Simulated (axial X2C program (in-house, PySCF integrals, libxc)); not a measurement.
# Worked dissociation energy of SrS²⁺: PBE0, scalar-relativistic

Calculated with an in-house all-electron X2C program for linear molecules (integrals from PySCF). Spin-free means the one-electron spin-free X2C Hamiltonian. Basis: Sr dyall-v3z [13s12p8d3f], S dyall-v3z [8s7p2d1f] (cores contracted in-house); Gaussian nuclei, density fitting, unrestricted open shells. Masses: Sr 87.906 u, S 31.972 u.

Molecular state: M_S = 1, Λ = 0 (beyond evenly filled blocks: π+α, π-α).

| Item | Value |
| --- | --- |
| E(Sr+) (2M_S = 1, M_L = 0) | -3178.769305 hartree |
| E(S+) (2M_S = 3, M_L = 0) | -398.696448 hartree |
| E(SrS²⁺) at Re | -3577.491392 hartree |
| ωe | 181.7 cm⁻¹ |
| ωexe | 0.869 cm⁻¹ |

Q: Work out De and D0.

A: De = -3178.769305 + (-398.696448) − (-3577.491392) = 0.02564 hartree = 0.698 eV. The zero-point energy is ωe/2 − ωexe/4 = 91 cm⁻¹ = 0.011 eV, so D0 = 0.686 eV.

One determinant describes the state; a PBE0 search over occupations chose it and may have missed a lower one. Dissociation energies refer to the lowest single-determinant-based atoms at the same level and basis.

Each atomic determinant is the lowest at this level and need not be a pure term. Totals compare only within one Hamiltonian and basis.
